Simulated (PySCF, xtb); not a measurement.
iminoborane (BH₂N), SMILES N=B.

Coordinates come from a B3LYP-D3(BJ)/def2-TZVPD optimisation.

Level of theory: C-PCM-B3LYP/def2-TZVPD run with PySCF.

The values are the electrostatic part of the solvation free energy, E(continuum) − E(gas) at the gas-phase geometry, in a cavity of scaled van der Waals radii (PySCF's table); cavitation and dispersion terms are not included. In vacuum the orbital gap is 8.49 eV. The dipole moment in vacuum is 0.06 D.

Task: Estimate the values in water (ε = 78.36), dimethylsulfoxide (ε = 46.83), dichloromethane (ε = 8.93). (An estimate is asked for; the answer gives what the named calculation found.)

Result: 
```csv
solvent,ε,ΔG(elec) (kcal/mol),dipole (D),gap (eV)
water,78.36,-2.7,0.09,8.59
dimethylsulfoxide,46.83,-2.7,0.08,8.59
dichloromethane,8.93,-2.4,0.08,8.58
```

For comparison, GFN2-xTB/ALPB(water) (xtb, at the GFN2-xTB geometry, all terms of that model) gives -3.3 kcal/mol.
